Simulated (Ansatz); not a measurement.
All values below come from frozen-core CCSD(T)/cc-pVQZ // B3LYP-D3(BJ)/def2-TZVP in Ansatz (a first-principles code). The restricted HF reference is unstable towards unrestricted orbitals.

Ansatz 0.2 input:
```yaml
crystal:
  periodic: [false, false, false]
  atoms:
    - { symbol: O, position_ang: [-1.304217, 0.059503, -1.121486] }
    - { symbol: C, position_ang: [-0.515683, -0.064972, -0.011032] }
    - { symbol: Si, position_ang: [1.213218, 0.028323, 0.020133] }
    - { symbol: H, position_ang: [-2.188429, -0.274274, -0.938069] }
    - { symbol: H, position_ang: [-1.034618, -0.323973, 0.909312] }
    - { symbol: H, position_ang: [1.996436, 0.499445, -1.132585] }
    - { symbol: H, position_ang: [1.833292, 0.075946, 1.351861] }
basis:
  gaussian: { orbitals: cc-pVQZ }
correlation:
  method: ccsd_t
```

Output:

```
Functional definition: HF
1709 factors; integrals over basis functions are off by at most 1.1e-3 eV
mean field evaluation 1: about -10989.9260 eV, gradient 3.3e1 eV
mean field evaluation 2: about -10989.9279 eV, gradient 3.3e1 eV
mean field evaluation 4: about -10992.5768 eV, gradient 3.4e0 eV
mean field evaluation 8: about -10992.6313 eV, gradient 9.7e-4 eV
mean field evaluation 16: about -10992.5748 eV, gradient 3.4e0 eV
mean field -10992.63132284 eV, -403.9717500411 hartree, gradient 1.6e-6 eV, S^2 0.000000; 0 other end points of the search recorded, 0 dependent functions left out; unrestricted orbitals would lower it
7 core orbitals not correlated
reference -10992.63132284 eV, -403.9717500411 hartree; 9, 9 occupied and 273, 273 virtual orbitals, 1709 factors
second order -15.51450531 eV of doubles, -0.00000000 eV of singles
cycle   1  -15.55076379 eV  change   -3.6e-2 eV  update   9.6e-2
cycle   2  -15.97965174 eV  change   -4.3e-1 eV  update   3.4e-2
cycle   3  -16.09520400 eV  change   -1.2e-1 eV  update   1.8e-2
cycle   4  -16.08558736 eV  change    9.6e-3 eV  update   5.2e-3
cycle   5  -16.08213126 eV  change    3.5e-3 eV  update   2.4e-3
cycle   6  -16.08324744 eV  change   -1.1e-3 eV  update   6.2e-4
cycle   7  -16.08301770 eV  change    2.3e-4 eV  update   2.8e-4
cycle   8  -16.08292554 eV  change    9.2e-5 eV  update   1.2e-4
cycle   9  -16.08297087 eV  change   -4.5e-5 eV  update   5.7e-5
cycle  10  -16.08297885 eV  change   -8.0e-6 eV  update   2.1e-5
perturbative correction -0.74468729 eV, -0.0273667532 hartree
Total energy: -11009.45898898 eV, -404.5901553655 hartree
```

Cost: very roughly 24 core-minutes.
